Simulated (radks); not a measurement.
Results of a calculation; reference values are marked as such.
Question: The mean radii <r> (bohr) of the occupied orbitals of an atom or ion are listed with their occupations. Level of theory: non-relativistic Kohn-Sham, LDA (Slater exchange, Perdew-Wang correlation), spin-polarised, spherical densities, point nucleus (a radial shooting solver on a logarithmic mesh with Libxc functionals).

| orbital | occ. | <r> |
|---|---|---|
| 1s up | 1 | 0.2317 |
| 1s down | 1 | 0.2308 |
| 2s up | 1 | 1.240 |
| 2s down | 1 | 1.279 |
| 2p up | 2 | 1.248 |

Name the element and its charge. Open shells, if any, are filled with parallel spins first.

Answer: Z = 7, nitrogen, charge +1: N+ in [He] 2s2 2p2. The 1s radius gives Z: for a bare nucleus <r> = 1.5/Z, 0.2143 bohr for Z = 7, and screening makes it slightly larger (0.2317 here). The occupations add up to 6, and the charge is Z minus that.
